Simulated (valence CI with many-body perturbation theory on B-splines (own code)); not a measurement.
**Forbidden lines of Pd³⁹⁺**

Method: configuration interaction combined with many-body perturbation theory (CI+MBPT): five valence electrons over a frozen Dirac-Fock core [He], radial functions for each j: 9 s, 9 p, 8 d, 6 f, 3 g, 1 h, with the one-electron correlation potential Σ1 (screened to all orders), the two-electron term Σ2, the three-electron term Σ3, Breit, model QED; selected single and double excitations, second order for the rest (own B-spline code, finite nucleus).

No measured spectrum was set against this ion. As an estimate, large intervals hold to a few tenths of a per cent, small ones and those within an open d or f shell to about a per cent. Among the levels kept, up to 1700 cm⁻¹ of a level comes from second order outside the variational space, and about a tenth of that is noise between levels of different J, which matters for small intervals.

Lines 1 to 50 of 55 in falling wavelength, among levels below 30040 × 10³ cm⁻¹, chosen from the decays that carry over 1 % of a level's rate. Wavelengths and rates use the calculated energies. Electric multipoles are in the length gauge, E1 and E2 with the static RPA response of the core. Weak lines are less certain than strong ones. Lines between different terms over intervals too small for the method are left out, as are lines whose strength nearly cancels. The highest levels of a list are the least certain.

Levels are named by their leading jj configuration (3d3/2^4 stands for four electrons in 3d with j = 3/2), which in mixed levels can hold well under half, so a name can repeat and another be missing. Letters in brackets count levels of one name in rising energy.

```
λ vac (Å)                               Upper                       Lower  Type   A (s⁻¹)  Branch %
    81.52          (2s^2 2p1/2 2p3/2^2) J=3/2  (2s^2 2p1/2^2 2p3/2) J=3/2    M1  3.77e+07     100.0
    81.08                (2s^2 2p3/2^3) J=3/2  (2s^2 2p1/2 2p3/2^2) J=1/2    M1  9.16e+06      11.2
    73.14          (2s^2 2p1/2 2p3/2^2) J=5/2  (2s^2 2p1/2^2 2p3/2) J=3/2    M1  6.63e+06      99.3
    70.00                (2s^2 2p3/2^3) J=3/2  (2s^2 2p1/2 2p3/2^2) J=5/2    M1  1.36e+07      16.7
    64.00          (2s^2 2p1/2 2p3/2^2) J=1/2  (2s^2 2p1/2^2 2p3/2) J=3/2    M1  2.98e+07      99.8
    63.72                (2s^2 2p3/2^3) J=3/2  (2s^2 2p1/2 2p3/2^2) J=3/2    M1  5.83e+07      71.4
    4.054      (2s^2 2p1/2 2p3/2 3d5/2) J=9/2    (2s 2p1/2 2p3/2^3) J=5/2    E2  3.51e+08       3.1
    3.806  (2s^2 2p1/2 2p3/2 3p1/2) J=3/2 [a]  (2s^2 2p1/2 2p3/2^2) J=1/2    E2  1.31e+10       7.6
    3.794      (2s^2 2p1/2 2p3/2 3p1/2) J=5/2  (2s^2 2p1/2 2p3/2^2) J=1/2    E2  2.25e+10       9.8
    3.783      (2s^2 2p1/2 2p3/2 3p1/2) J=1/2  (2s^2 2p1/2 2p3/2^2) J=5/2    E2  3.08e+10      15.5
    3.767          (2s^2 2p1/2^2 3p1/2) J=1/2  (2s^2 2p1/2^2 2p3/2) J=3/2    E2  1.29e+11      54.0
    3.767          (2s^2 2p3/2^2 3p1/2) J=3/2        (2s^2 2p3/2^3) J=3/2    E2  2.80e+10       3.1
    3.766      (2s^2 2p1/2 2p3/2 3p1/2) J=5/2  (2s^2 2p1/2 2p3/2^2) J=5/2    E2  7.51e+10      32.7
    3.763      (2s^2 2p1/2 2p3/2 3p1/2) J=1/2  (2s^2 2p1/2 2p3/2^2) J=3/2    E2  4.51e+10      22.7
    3.763          (2s^2 2p3/2^2 3p1/2) J=5/2        (2s^2 2p3/2^3) J=3/2    E2  8.76e+10      24.4
    3.758  (2s^2 2p1/2 2p3/2 3p1/2) J=3/2 [a]  (2s^2 2p1/2 2p3/2^2) J=3/2    E2  8.36e+10      48.4
    3.746      (2s^2 2p1/2 2p3/2 3p1/2) J=5/2  (2s^2 2p1/2 2p3/2^2) J=3/2    E2  1.84e+10       8.0
    3.744  (2s^2 2p1/2 2p3/2 3p3/2) J=3/2 [a]  (2s^2 2p1/2 2p3/2^2) J=1/2    E2  6.13e+09       1.9
    3.744  (2s^2 2p1/2 2p3/2 3p1/2) J=3/2 [b]  (2s^2 2p1/2 2p3/2^2) J=5/2    E2  7.47e+10       7.1
    3.735      (2s 2p1/2^2 2p3/2 3p3/2) J=7/2  (2s 2p1/2^2 2p3/2^2) J=5/2    E2  3.26e+10       3.8
    3.732  (2s^2 2p1/2 2p3/2 3p3/2) J=3/2 [b]  (2s^2 2p1/2 2p3/2^2) J=1/2    E2  2.43e+10       1.0
    3.732          (2s^2 2p3/2^2 3p1/2) J=1/2        (2s^2 2p3/2^3) J=3/2    E2  9.37e+10      16.5
    3.728  (2s^2 2p1/2 2p3/2 3p3/2) J=5/2 [a]  (2s^2 2p1/2 2p3/2^2) J=5/2    E2  9.75e+09       1.9
    3.724          (2s^2 2p3/2^2 3p3/2) J=5/2        (2s^2 2p3/2^3) J=3/2    E2  3.51e+10       6.7
    3.723          (2s^2 2p3/2^2 3p3/2) J=7/2        (2s^2 2p3/2^3) J=3/2    E2  2.17e+10       6.1
    3.723  (2s^2 2p1/2 2p3/2 3p3/2) J=1/2 [a]  (2s^2 2p1/2 2p3/2^2) J=5/2    E2  1.08e+10       3.7
    3.722  (2s^2 2p1/2 2p3/2 3p3/2) J=5/2 [b]  (2s^2 2p1/2 2p3/2^2) J=1/2    E2  2.91e+10       2.2
    3.721  (2s 2p1/2^2 2p3/2 3p3/2) J=1/2 [b]  (2s 2p1/2^2 2p3/2^2) J=3/2    E2  6.38e+10       1.9
    3.717  (2s^2 2p1/2 2p3/2 3p3/2) J=3/2 [a]  (2s^2 2p1/2 2p3/2^2) J=5/2    E2  2.09e+10       6.4
    3.710      (2s^2 2p1/2 2p3/2 3p3/2) J=7/2  (2s^2 2p1/2 2p3/2^2) J=5/2    E2  4.21e+10      21.3
    3.708  (2s^2 2p1/2 2p3/2 3p3/2) J=5/2 [a]  (2s^2 2p1/2 2p3/2^2) J=3/2    E2  3.56e+10       6.8
    3.704          (2s^2 2p1/2^2 3p3/2) J=3/2  (2s^2 2p1/2^2 2p3/2) J=3/2    E2  6.64e+10      22.9
    3.703  (2s^2 2p1/2 2p3/2 3p3/2) J=1/2 [a]  (2s^2 2p1/2 2p3/2^2) J=3/2    E2  4.52e+10      15.6
    3.698  (2s^2 2p1/2 2p3/2 3p3/2) J=3/2 [a]  (2s^2 2p1/2 2p3/2^2) J=3/2    E2  1.84e+10       5.7
    3.691      (2s^2 2p1/2 2p3/2 3p3/2) J=7/2  (2s^2 2p1/2 2p3/2^2) J=3/2    E2  4.84e+09       2.4
    3.683  (2s^2 2p1/2 2p3/2 3p3/2) J=1/2 [b]  (2s^2 2p1/2 2p3/2^2) J=5/2    E2  9.88e+10       6.0
    3.664  (2s^2 2p1/2 2p3/2 3p3/2) J=1/2 [b]  (2s^2 2p1/2 2p3/2^2) J=3/2    E2  4.74e+10       2.9
    3.660      (2s 2p1/2^2 2p3/2 3d5/2) J=9/2  (2s 2p1/2^2 2p3/2^2) J=5/2    M2  1.42e+09       9.3
    3.632      (2s^2 2p1/2 2p3/2 3d5/2) J=9/2  (2s^2 2p1/2 2p3/2^2) J=5/2    M2  1.35e+09      12.1
    3.547  (2s^2 2p1/2 2p3/2 3p3/2) J=5/2 [a]  (2s^2 2p1/2^2 2p3/2) J=3/2    E2  1.66e+10       3.2
    3.543          (2s^2 2p3/2^2 3p1/2) J=1/2  (2s^2 2p1/2 2p3/2^2) J=5/2    E2  1.15e+10       2.0
    3.542  (2s^2 2p1/2 2p3/2 3p3/2) J=1/2 [a]  (2s^2 2p1/2^2 2p3/2) J=3/2    E2  2.27e+10       7.9
    3.537  (2s^2 2p1/2 2p3/2 3p3/2) J=3/2 [a]  (2s^2 2p1/2^2 2p3/2) J=3/2    E2  5.27e+10      16.2
    3.536          (2s^2 2p3/2^2 3p3/2) J=5/2  (2s^2 2p1/2 2p3/2^2) J=5/2    E2  4.23e+10       8.1
    3.535          (2s^2 2p3/2^2 3p3/2) J=7/2  (2s^2 2p1/2 2p3/2^2) J=5/2    E2  3.21e+10       9.0
    3.531      (2s^2 2p1/2 2p3/2 3p3/2) J=7/2  (2s^2 2p1/2^2 2p3/2) J=3/2    E2  6.27e+10      31.7
    3.530          (2s^2 2p3/2^2 3p3/2) J=1/2  (2s^2 2p1/2 2p3/2^2) J=5/2    E2  3.93e+10      13.0
    3.518          (2s^2 2p3/2^2 3p3/2) J=5/2  (2s^2 2p1/2 2p3/2^2) J=3/2    E2  2.33e+10       4.4
    3.518      (2s^2 2p3/2^2 3p3/2) J=3/2 [b]  (2s^2 2p1/2 2p3/2^2) J=1/2    E2  5.50e+10       1.8
    3.518          (2s^2 2p3/2^2 3p3/2) J=7/2  (2s^2 2p1/2 2p3/2^2) J=3/2    E2  4.60e+10      12.9
```
